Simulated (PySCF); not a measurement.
Compound: C2H9OPSi2.
Structure used (GFN2-xTB), in Å, numbered top down from 1:
```xyz
15
C2H9OPSi2 angstrom
O      2.363   -0.801   -1.214
Si     1.332   -0.634    0.032
C     -0.389   -1.041   -0.686
C     -1.490   -0.299    0.068
Si    -1.015    1.537    0.338
P      1.197    1.510    0.696
H      3.220   -0.385   -1.210
H      1.723   -1.518    1.136
H     -0.577   -2.115   -0.673
H     -0.396   -0.736   -1.734
H     -1.638   -0.774    1.041
H     -2.438   -0.385   -0.466
H     -1.740    2.103    1.480
H     -1.265    2.328   -0.871
H      1.110    1.220    2.042
```

Computed with TDDFT PBE0/def2-SVPD, vertical, gas phase, core orbitals frozen in the response in PySCF 2.14.0, density-fitted response routines.

Kohn–Sham orbitals with the atoms that hold most of them (Löwdin shares over 4%, at most four atoms; ? is withheld):

```json
{"orbital": "LUMO+2", "ε (eV)": "0.65", "atoms": "Si5 26%, P6 17%, Si2 12%, C4 8%"}
{"orbital": "LUMO+1", "ε (eV)": "-0.07", "atoms": "Si2 23%, O1 17%, P6 16%, Si5 10%"}
{"orbital": "LUMO", "ε (eV)": "-0.21", "atoms": "?"}
{"orbital": "HOMO", "ε (eV)": "?", "atoms": "?"}
{"orbital": "HOMO-1", "ε (eV)": "-8.08", "atoms": "P6 38%, Si5 15%, Si2 14%, O1 13%"}
{"orbital": "HOMO-2", "ε (eV)": "-8.17", "atoms": "C3 24%, Si2 16%, C4 12%, O1 12%"}
{"orbital": "HOMO-3", "ε (eV)": "-8.97", "atoms": "C4 24%, C3 17%, Si5 15%, Si2 7%"}
```

Q: Give the leading atoms of the LUMO.

A: P6 (bonded to 2 Si and H) 24%; Si5 (bonded to C, P and 2 H) 21%; Si2 (bonded to C, O, P and H) 16%; H13 (bonded to Si) 7%. By element: silicon 37%, phosphorus 24%, hydrogen 7% or more.

Q: Give the leading atoms of the HOMO.

A: P6 (bonded to 2 Si and H) 61%; Si2 (bonded to C, O, P and H) 10%; Si5 (bonded to C, P and 2 H) 8%; C4 (bonded to C, Si and 2 H) 6%. By element: phosphorus 61%, silicon 18%, carbon 6% or more.

Q: What is the HOMO energy, and the HOMO–LUMO gap?

A: ε(HOMO) = -7.16 eV; the gap is 6.95 eV (0.2553 hartree).

Q: How does S1 compare with the orbital gap of 6.95 eV?

A: S1 is at 5.60 eV (f = 0.0034), 1.35 eV below the gap, made of HOMO→LUMO (97%). Without the coupling terms of the response equations the lowest excitation would equal the gap.

Q: Give energy, strength and leading configuration of S1, S2 and S6, and follow the Löwdin shares of the leading atoms from the occupied to the empty orbital.

A: 
- S1 (5.60 eV, f 0.0034), HOMO→LUMO (97%): P6 61% → 24%, Si2 10% → 16%, Si5 8% → 21%
- S2 (6.02 eV, f 0.021), HOMO→LUMO+1 (92%): P6 61% → 16%, Si2 10% → 23%, O1 at most 7% → 17%
- S6 (6.79 eV, f 0.0051), HOMO-2→LUMO (84%): C3 24% → at most 8%, Si2 16% → 16%, P6 at most 12% → 24%, Si5 at most 12% → 21%

One conformer stands for the species.
